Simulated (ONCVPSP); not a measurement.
**iridium (Ir): variants of one ONCV potential**

Base potential:

| Property | Result |
| --- | --- |
| Element | iridium (Ir) |
| Generator | ONCVPSP 4.0.1 |
| Type | optimised norm-conserving Vanderbilt (ONCV) |
| Functional | BLYP |
| Relativity | fully relativistic |
| Frozen core | [Kr] 4d10 4f14 |
| Valence charge | 17 |
| Reference configuration | 5s2 5p6 5d7 6s1 6p1 |
| Partial waves | 5s+6s: rc 1.50 bohr, ncon 4, nbas 8, qcut 7.3 1/bohr, 2 projectors; 5p+6p: rc 1.75 bohr, ncon 4, nbas 8, qcut 6.3 1/bohr, 2 projectors; 5d: rc 1.95 bohr, ncon 3, nbas 8, qcut 7.9 1/bohr, 1 projector |
| Local potential | polynomial inside 1.10 bohr (lpopt 1, dvloc0 2 Ha) |
| Core correction | Teter function, fcfact 5.5, rcfact 1.2 |

Open shells are filled in proportion to 2j + 1.

Cutoffs, loose and tight: the cutoffs (Ha) at which the residual kinetic energy of the hardest occupied pseudo-wave falls to 1 and 0.1 mHa per electron. They do not see the model core or the augmentation charge, which bear on the density cutoff. Test errors are all-electron minus pseudo excitation energies from the reference, over the configurations 5s2 5p6 5d7 6s2 6p0; 5s2 5p6 5d7 6s1 6p0; 5s2 5p6 5d7 6s0 6p0; 5s2 5p6 5d6 6s0 6p0. A dash means not determined; rows that change the core or the reference have their own tests. The largest error is taken over the tests solved by every variant that gives reliable tests at all: 5s2 5p6 5d7 6s0 6p0; 5s2 5p6 5d7 6s1 6p0; 5s2 5p6 5d7 6s2 6p0.

| change | outcome | cutoff, loose | cutoff, tight | bound ghosts | GHOST(+) flags above zero | largest test error (meV) |
| --- | --- | --- | --- | --- | --- | --- |
| base | generated | 22 Ha | 27 Ha | none | none | -0.4 |
| d: rc 1.32 | generated | 22 Ha | 27 Ha | none | none | -0.4 |
| d: rc 1.54 | generated | 22 Ha | 27 Ha | none | none | -0.4 |
| d: rc 1.74 | generated | 22 Ha | 27 Ha | none | none | -0.4 |
| d: rc 1.9 | generated | 22 Ha | 27 Ha | none | none | +0.5 |
| d: rc 2.12 | generated | 22 Ha | 27 Ha | none | none | -0.4 |
| d: rc 2.24 | generated | 22 Ha | 27 Ha | none | none | -0.4 |
| d: rc 2.5 | generated | 22 Ha | 27 Ha | none | none | -0.6 |
| d: rc 2.6 | generated | 22 Ha | 27 Ha | none | none | -1.2 |
| d: rc 2.78 | generated | 22 Ha | 27 Ha | none | none | -2.5 |

Reading the sweep of the d radius (base included, trends over the rows without a ghost): The loose cutoff stays near 22 Ha.
